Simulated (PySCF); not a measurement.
## Nuclear quadrupole coupling in `CSCP=C=C(C)C`

Species: C6H11PS.
Z-matrix (Å and degrees, PBE0-D3(BJ)/def2-SVP geometry), rows numbered from 1:
```
C 
S   1  1.8014
C   2  1.8107  1  100.33
P   3  1.8805  2  112.15  1    71.29
C   4  1.6397  3  101.69  2  -101.90
C   5  1.3201  4  174.53  3  -175.53
C   6  1.5042  5  121.97  4   -96.00
C   6  1.5045  5  121.36  4    83.92
H   1  1.1007  2  111.46  3    63.19
H   1  1.0994  2  106.70  3  -177.97
H   1  1.1003  2  111.10  3   -59.24
H   3  1.1016  2  105.14  1  -171.86
H   3  1.1011  2  111.21  1   -54.85
H   7  1.1030  6  110.19  5   118.97
H   7  1.0975  6  111.98  5    -1.76
H   7  1.1030  6  110.44  5  -123.10
H   8  1.1031  6  110.19  5  -121.22
H   8  1.1030  6  110.41  5   120.84
H   8  1.0973  6  111.80  5    -0.31
```

Field gradients from the PBE0/pcSseg-1 density (PySCF, non-relativistic), principal values in atomic units, ordered |Vxx| ≤ |Vyy| ≤ |Vzz|:

```json
{"atom": "S2", "Vxx": "0.5917", "Vyy": "2.4777", "Vzz": "-3.0694"}
```

Question: Find the asymmetry η = (Vxx − Vyy)/Vzz and the couplings χ = eQV/h (234.96 MHz × Q in barn × V in au), with Q(33S) = −0.0678 b.

Answer: 
```json
{"atom": "S2", "environment": "sulfide sulfur", "nucleus": "33S", "η": "0.61", "χzz (MHz)": "48.90", "χxx (MHz)": "-9.43", "χyy (MHz)": "-39.47"}
```

Question: What is Vzz at S2 in SI units (1 au = 9.71736 × 10²¹ V/m²)?

Answer: -3.0694 au = -29.827 × 10²¹ V/m².

Question: And the gradient at the other heavy atoms, for which no coupling is worked out here?

Answer: 
```
atom                               environment  Vzz (au)     η
  C1                           S-methyl carbon     0.243  0.10
  C3                sp3 carbon bound to sulfur     0.219  0.52
  P4                  phosphorus bonded to 2 C    -1.002  0.19
  C5  central carbon of cumulated double bonds    -0.405  0.76
  C6    outer carbon of cumulated double bonds     0.244  0.44
  C7                             methyl carbon     0.088  0.44
  C8                             methyl carbon     0.092  0.50
```

Question: What couplings would deuterons (Q(2H) = 0.00286 b) have in place of the hydrogens, at this geometry?

Answer: 
```tsv
atom	bonded to	bond length (Å)	Vzz (au)	η	χzz (kHz)
H9	C1	1.101	0.2898	0.04	195
H10	C1	1.099	0.2927	0.05	197
H11	C1	1.100	0.2872	0.04	193
H12	C3	1.102	0.2876	0.04	193
H13	C3	1.101	0.2893	0.04	194
H14	C7	1.103	0.2870	0.03	193
H15	C7	1.097	0.2952	0.03	198
H16	C7	1.103	0.2872	0.03	193
H17	C8	1.103	0.2869	0.03	193
H18	C8	1.103	0.2872	0.03	193
H19	C8	1.097	0.2943	0.03	198
```

Isolated species at its PBE0-D3(BJ)/def2-SVP geometry (one conformer only). With so small a basis the couplings can be 20 % off.

These values come from a run that also computed NMR shieldings. The run took 88 s of wall time (grids of density and orbitals included) on Arm Neoverse N1, one thread (shared host), and the process peaked at 0.96 GiB of memory.
